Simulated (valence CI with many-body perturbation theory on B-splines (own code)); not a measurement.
# E1 line list for Zr²⁷⁺

Level of theory: configuration interaction combined with many-body perturbation theory (CI+MBPT): three valence electrons over a frozen Dirac-Fock core [Ne], radial functions for each j: 11 s, 11 p, 9 d, 7 f, 5 g, 2 h, 1 i, with the one-electron correlation potential Σ1, the two-electron term Σ2, the three-electron term Σ3, Breit, model QED; selected CI, second order for the rest (own B-spline code, finite nucleus).

No measured spectrum was set against this ion. As an estimate, large intervals hold to a few tenths of a per cent, small ones and those within an open d or f shell to about a per cent.

Lines 51 to 100 of 280 in falling wavelength, among levels below 2460100 cm⁻¹, chosen from the strongest by gf and those to the six lowest levels. Wavelengths and rates use the calculated energies. Electric multipoles are in the length gauge, E1 and E2 with the static RPA response of the core. Weak lines are less certain than strong ones. Lines between different terms over intervals too small for the method are left out, as are lines whose strength nearly cancels. Where a level lies close to another of its J and parity, the split of strength between their lines is uncertain. The highest levels of a list are the least certain.

Names give the largest LS component (configuration and term), which can be under half, so a name can repeat, a term be missing and a line seem to break the LS rules; names also repeat where a configuration has a term twice. Letters in brackets count levels of one name in rising energy.

| λ vac (nm) | Upper | Lower | A (s⁻¹) | S (a.u.) |
| --- | --- | --- | --- | --- |
| 14.93 | 3s 3p 3d 2F°_7/2 [a] | 3s2 3d 2D_5/2 | 4.20e+09 | 5.53e-02 |
| 14.93 | 3p2 3d 4D_7/2 | 3s 3p 3d 2D°_5/2 [a] | 1.08e+10 | 1.42e-01 |
| 14.93 | 3p2 3d 4F_3/2 | 3p3 2D°_5/2 | 8.56e+09 | 5.62e-02 |
| 14.64 | 3s 3p 3d 4F°_5/2 | 3s 3p2 2D_3/2 | 5.29e+08 | 4.91e-03 |
| 14.61 | 3p3 2D°_3/2 | 3s 3p2 4P_3/2 | 5.45e+09 | 3.35e-02 |
| 14.59 | 3s 3p 3d 4P°_5/2 | 3s 3p2 2D_5/2 | 4.41e+09 | 4.05e-02 |
| 14.58 | 3p2 3d 2G_7/2 | 3s 3p 3d 2F°_5/2 [a] | 2.24e+10 | 2.75e-01 |
| 14.51 | 3p2 3d 4F_7/2 | 3s 3p 3d 4P°_5/2 | 1.82e+10 | 2.19e-01 |
| 14.47 | 3p2 3d 2F_7/2 [a] | 3s 3p 3d 4F°_7/2 | 5.55e+09 | 6.63e-02 |
| 14.18 | 3p2 3d 2F_5/2 [a] | 3s 3p 3d 4F°_5/2 | 7.84e+09 | 6.62e-02 |
| 13.96 | 3p2 3d 4F_7/2 | 3s 3p 3d 4F°_7/2 | 8.64e+09 | 9.28e-02 |
| 13.87 | 3p2 3d 2F_5/2 [b] | 3s 3p 3d 2D°_5/2 [a] | 8.01e+09 | 6.33e-02 |
| 13.83 | 3p3 2D°_5/2 | 3s 3p2 4P_5/2 | 1.36e+09 | 1.06e-02 |
| 13.83 | 3p2 3d 4D_7/2 | 3s 3p 3d 4D°_7/2 | 1.20e+10 | 1.25e-01 |
| 13.77 | 3s 3p 3d 4F°_3/2 | 3s 3p2 4P_5/2 | 1.10e+10 | 5.66e-02 |
| 13.71 | 3p2 3d 2F_7/2 [b] | 3s 3p 3d 2F°_7/2 [a] | 3.56e+10 | 3.62e-01 |
| 13.69 | 3s 3p2 2D_3/2 | 3s2 3p 2P°_1/2 | 1.67e+10 | 8.45e-02 |
| 13.58 | 3p2 3d 2D_5/2 [b] | 3s 3p 3d 4P°_3/2 [b] | 3.46e+10 | 2.56e-01 |
| 13.48 | 3p2 3d 2D_5/2 [b] | 3s 3p 3d 4P°_3/2 [a] | 6.93e+09 | 5.03e-02 |
| 13.41 | 3s 3p 3d 2F°_7/2 [b] | 3s2 3d 2D_5/2 | 7.95e+10 | 7.57e-01 |
| 13.40 | 3p2 3d 4F_9/2 | 3s 3p 3d 4F°_7/2 | 1.34e+10 | 1.59e-01 |
| 13.39 | 3p2 3d 2D_5/2 [b] | 3s 3p 3d 4D°_7/2 | 5.24e+09 | 3.72e-02 |
| 13.36 | 3p2 3d 2G_9/2 | 3s 3p 3d 4D°_7/2 | 7.19e+09 | 8.45e-02 |
| 13.34 | 3p2 3d 2F_5/2 [a] | 3s 3p 3d 4F°_3/2 | 7.98e+09 | 5.60e-02 |
| 13.31 | 3p3 4S°_3/2 | 3s 3p2 4P_5/2 | 1.21e+10 | 5.61e-02 |
| 13.27 | 3p2 3d 2P_1/2 [a] | 3p3 2P°_3/2 | 2.24e+10 | 5.17e-02 |
| 13.24 | 3s 3p 3d 4P°_5/2 | 3s 3p2 2D_3/2 | 5.29e+08 | 3.64e-03 |
| 13.22 | 3s 3p 3d 4D°_3/2 | 3s 3p2 2D_3/2 | 3.39e+09 | 1.55e-02 |
| 13.22 | 3p2 3d 4D_5/2 | 3s 3p 3d 4F°_7/2 | 1.36e+10 | 9.32e-02 |
| 13.18 | 3s 3p 3d 4D°_1/2 | 3s 3p2 2D_3/2 | 4.95e+09 | 1.12e-02 |
| 13.18 | 3s 3p 3d 2D°_3/2 | 3s 3p2 2P_3/2 | 2.48e+10 | 1.12e-01 |
| 13.14 | 3p2 3d 4F_7/2 | 3s 3p 3d 4F°_5/2 | 8.83e+09 | 7.90e-02 |
| 13.09 | 3p2 3d 2D_3/2 | 3s 3p 3d 2F°_5/2 [a] | 3.13e+10 | 1.38e-01 |
| 13.08 | 3p2 3d 4P_3/2 [b] | 3s 3p 3d 4D°_5/2 | 1.67e+10 | 7.38e-02 |
| 13.04 | 3s 3p 3d 2F°_5/2 [b] | 3s2 3d 2D_3/2 | 5.60e+10 | 3.68e-01 |
| 13.04 | 3p2 3d 2D_5/2 [a] | 3s 3p 3d 4D°_3/2 | 1.09e+10 | 7.13e-02 |
| 13.02 | 3p2 3d 2D_5/2 [a] | 3s 3p 3d 4P°_5/2 | 1.96e+10 | 1.28e-01 |
| 13.01 | 3p2 3d 4D_7/2 | 3s 3p 3d 4F°_9/2 | 1.53e+10 | 1.33e-01 |
| 13.01 | 3s 3p 3d 2P°_1/2 [a] | 3s2 3d 2D_3/2 | 2.34e+10 | 5.08e-02 |
| 13.00 | 3p3 2P°_1/2 | 3s 3p2 2D_3/2 | 4.30e+10 | 9.33e-02 |
| 12.98 | 3p2 3d 2D_5/2 [b] | 3s 3p 3d 2F°_5/2 [a] | 1.47e+10 | 9.54e-02 |
| 12.97 | 3s 3p 3d 4F°_5/2 | 3s 3p2 4P_5/2 | 4.71e+09 | 3.04e-02 |
| 12.95 | 3p3 2D°_5/2 | 3s 3p2 4P_3/2 | 7.11e+07 | 4.58e-04 |
| 12.94 | 3p2 3d 4P_3/2 [a] | 3s 3p 3d 4D°_3/2 | 1.14e+10 | 4.88e-02 |
| 12.92 | 3p2 3d 2F_5/2 [b] | 3s 3p 3d 4D°_5/2 | 1.10e+10 | 7.05e-02 |
| 12.92 | 3p2 3d 2F_5/2 [b] | 3s 3p 3d 4D°_7/2 | 7.03e+09 | 4.49e-02 |
| 12.90 | 3p3 2P°_3/2 | 3s 3p2 2D_5/2 | 2.39e+10 | 1.01e-01 |
| 12.89 | 3s 3p 3d 4F°_3/2 | 3s 3p2 4P_3/2 | 5.65e+09 | 2.39e-02 |
| 12.80 | 3p3 2D°_3/2 | 3s 3p2 4P_1/2 | 9.98e+09 | 4.13e-02 |
| 12.78 | 3p2 3d 2P_3/2 [a] | 3s 3p 3d 4F°_3/2 | 1.37e+10 | 5.67e-02 |
